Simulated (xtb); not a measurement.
H4N, charge +1, singlet, from a rough starting geometry; GFN2-xTB (xtb 6.7.1).

The xtb input:
```
$ xtb mol.xyz --gfn 2 --chrg 1 --opt vtight --json

# file mol.xyz
5

N      0.02459041    -0.05087935     0.01989449
H     -0.69171103    -0.33377668    -0.68174938
H      0.04207183     1.06780419    -0.04322399
H     -0.25157886    -0.30239176     0.95853918
H      0.92035036    -0.33702797    -0.25470062
```

It wrote (shortened):

```
   ID    Z sym.   atoms
    1    7 N      1
    2    1 H      2-5

           -------------------------------------------------
          |                Calculation Setup                |
           -------------------------------------------------

           -------------------------------------------------
          |                 G F N 2 - x T B                 |
           -------------------------------------------------

          ...................................................
          :                      SETUP                      :
          :.................................................:
          :  # basis functions                   8          :
          :  # atomic orbitals                   8          :
          :  # shells                            6          :
          :  # electrons                         8          :
          :  max. iterations                   250          :
          :  Hamiltonian                  GFN2-xTB          :
          :  restarted?                      false          :
          :  GBSA solvation                  false          :
          :  PC potential                    false          :
          :  electronic temp.          300.0000000     K    :
          :  accuracy                    1.0000000          :
          :  -> integral cutoff          0.2500000E+02      :
          :  -> integral neglect         0.1000000E-07      :
          :  -> SCF convergence          0.1000000E-05 Eh   :
          :  -> wf. convergence          0.1000000E-03 e    :
          :  Broyden damping             0.4000000          :
          :  net charge                          1          :
          :  unpaired electrons                  0          :
          ...................................................

 iter      E             dE          RMSdq      gap      omega  full diag
   1     -4.5082484 -0.450825E+01  0.496E+00   13.23       0.0  T
   2     -4.5527714 -0.445230E-01  0.160E+00   13.61       1.0  T
   3     -4.5534286 -0.657208E-03  0.768E-01   13.59       1.0  T
   4     -4.5534749 -0.463192E-04  0.601E-02   13.51       1.0  T
   5     -4.5534758 -0.885128E-06  0.163E-02   13.51       2.7  T
   6     -4.5534758 -0.577642E-07  0.503E-03   13.51       8.9  T
   7     -4.5534759 -0.127205E-07  0.259E-04   13.51     172.6  T
   8     -4.5534759 -0.589706E-10  0.532E-05   13.51     839.9  T

   *** convergence criteria satisfied after 8 iterations ***

         :::::::::::::::::::::::::::::::::::::::::::::::::::::
         ::                     SUMMARY                     ::
         :::::::::::::::::::::::::::::::::::::::::::::::::::::
         :: total energy              -4.487244038000 Eh    ::
         :: gradient norm              0.104396288464 Eh/a0 ::
         :: HOMO-LUMO gap             13.506634877311 eV    ::
         ::.................................................::
         :: SCC energy                -4.553475850786 Eh    ::
         :: -> isotropic ES            0.136132253113 Eh    ::
         :: -> anisotropic ES         -0.015645530878 Eh    ::
         :: -> anisotropic XC          0.004576573069 Eh    ::
         :: -> dispersion             -0.000317646662 Eh    ::
         :: repulsion energy           0.066231812786 Eh    ::
         :: add. restraining           0.000000000000 Eh    ::
         :: total charge               1.000000000000 e     ::
         :::::::::::::::::::::::::::::::::::::::::::::::::::::

      -----------------------------------------------------------
     |                   =====================                   |
     |                        A N C O P T                        |
     |                   =====================                   |
     |               Approximate Normal Coordinate               |
     |                Rational Function Optimizer                |
      -----------------------------------------------------------
[...]
 * total energy  :    -4.4872440 Eh     change       -0.2286171E-11 Eh
 * total energy  :    -4.4936547 Eh     change       -0.6410613E-02 Eh
 * total energy  :    -4.4947422 Eh     change       -0.1087557E-02 Eh
 * total energy  :    -4.4948514 Eh     change       -0.1091870E-03 Eh
 * total energy  :    -4.4948703 Eh     change       -0.1890634E-04 Eh
 * total energy  :    -4.4948758 Eh     change       -0.5542199E-05 Eh
 * total energy  :    -4.4948768 Eh     change       -0.9174430E-06 Eh
 * total energy  :    -4.4948768 Eh     change       -0.1312157E-07 Eh
   *** GEOMETRY OPTIMIZATION CONVERGED AFTER 8 ITERATIONS ***
         :: total energy              -4.494876774248 Eh    ::
[...]
         :: gradient norm              0.000020895053 Eh/a0 ::
         :: HOMO-LUMO gap             14.578039487083 eV    ::
         ::.................................................::
         :: SCC energy                -4.560194154972 Eh    ::
         :: -> isotropic ES            0.136268047046 Eh    ::
         :: -> anisotropic ES         -0.015653455774 Eh    ::
         :: -> anisotropic XC          0.004386639386 Eh    ::
         :: -> dispersion             -0.000317301887 Eh    ::
         :: repulsion energy           0.065317380724 Eh    ::
         :: add. restraining           0.000000000000 Eh    ::
         :: total charge               1.000000000000 e     ::
         :::::::::::::::::::::::::::::::::::::::::::::::::::::

           -------------------------------------------------
          |                Property Printout                |
           -------------------------------------------------

    * Orbital Energies and Occupations

         #    Occupation            Energy/Eh            Energy/eV
      -------------------------------------------------------------
         1        2.0000           -0.9257684             -25.1914
         2        2.0000           -0.8298812             -22.5822
         3        2.0000           -0.8298762             -22.5821
         4        2.0000           -0.8298723             -22.5820 (HOMO)
         5                         -0.2941392              -8.0039 (LUMO)
         6                         -0.1053265              -2.8661
         7                         -0.1052999              -2.8654
         8                         -0.1052781              -2.8648
      -------------------------------------------------------------
                  HL-Gap            0.5357331 Eh           14.5780 eV
             Fermi-level           -0.5620057 Eh          -15.2930 eV

     #   Z          covCN         q      C6AA      α(0)
     1   7 N        3.436    -0.223    25.858     7.552
     2   1 H        0.859     0.306     0.696     1.307
     3   1 H        0.859     0.306     0.696     1.307
     4   1 H        0.859     0.306     0.696     1.307
     5   1 H        0.859     0.306     0.696     1.307

 Mol. C6AA /au·bohr⁶  :         70.711123
 Mol. C8AA /au·bohr⁸  :       1255.643847
 Mol. α(0) /au        :         12.781833

Wiberg/Mayer (AO) data.
largest (>0.10) Wiberg bond orders for each atom

 ---------------------------------------------------------------------------
     #   Z sym  total        # sym  WBO       # sym  WBO       # sym  WBO
 ---------------------------------------------------------------------------
     1   7 N    3.615 --     5 H    0.904     2 H    0.904     4 H    0.904
                             3 H    0.904
     2   1 H    0.907 --     1 N    0.904
     3   1 H    0.907 --     1 N    0.904
     4   1 H    0.907 --     1 N    0.904
     5   1 H    0.907 --     1 N    0.904
 ---------------------------------------------------------------------------

Topologies differ in total number of bonds
Writing topology from bond orders to xtbtopo.mol

molecular dipole:
                 x           y           z       tot (Debye)
 q only:        0.017       0.017      -0.000
   full:        0.017       0.017      -0.000       0.059
molecular quadrupole (traceless):
                xx          xy          yy          xz          yz          zz
 q only:       -0.000       0.000       0.000      -0.000       0.000      -0.000
  q+dip:       -0.000       0.000       0.000      -0.000       0.000      -0.000
   full:       -0.000       0.000       0.000      -0.000       0.000      -0.000

optimized geometry written to: xtbopt.xyz

           -------------------------------------------------
          | TOTAL ENERGY               -4.494876774248 Eh   |
          | GRADIENT NORM               0.000020895053 Eh/α |
          | HOMO-LUMO GAP              14.578039487083 eV   |
           -------------------------------------------------
```
